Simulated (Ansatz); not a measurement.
Ansatz (a quantum-chemistry and plane-wave program) input (B2PLYP/def2-TZVPD):

Ansatz 0.2 input:
```yaml
crystal:
  periodic: [false, false, false]
  atoms:
    - {symbol: Ge, position_ang: [0.00559129, -0.00748986, 0.80649984]}
    - {symbol: Br, position_ang: [1.12296213, -1.68990118, -0.39221431]}
    - {symbol: Br, position_ang: [-1.12807417, 1.69674905, -0.34515697]}
basis:
  gaussian:
    orbitals: def2-TZVPD
hamiltonian:
  xc: {name: B2PLYP}
total_charge: -1
magnetization: {spin_polarized: true, initial_magnetization: 1}
correlation: {electrons: outside_noble_gas}
```

Output:

```
Functional definition: B2PLYP
integrals: 0.30 GiB planned
1074 factors; integrals over basis functions are off by at most 1.1e-3 eV
mean field: 1.74 GiB planned
mean field evaluation 1: about -196575.9946 eV, gradient 1.4e1 eV
mean field evaluation 2: about -196576.0685 eV, gradient 1.4e1 eV
mean field evaluation 4: about -196576.8272 eV, gradient 1.3e0 eV
mean field evaluation 8: about -196576.8466 eV, gradient 7.2e-2 eV
mean field evaluation 16: about -196576.8468 eV, gradient 6.9e-4 eV
mean field -196576.84677820 eV, -7224.0658745264 hartree, gradient 5.0e-6 eV, S^2 0.758986; 0 other end points of the search recorded, 0 dependent functions left out
42 core orbitals not correlated
reference -196576.84692135 eV, -7224.0658797871 hartree; 10, 9 occupied and 116, 117 virtual orbitals, 1074 factors
second order -13.92607177 eV of doubles, -0.00000000 eV of singles
Total energy: -196580.60696073 eV, -7224.2040586856 hartree
```

This state (charge -1, doublet) is run at the relaxed geometry of the species with charge 0 and multiplicity 3.
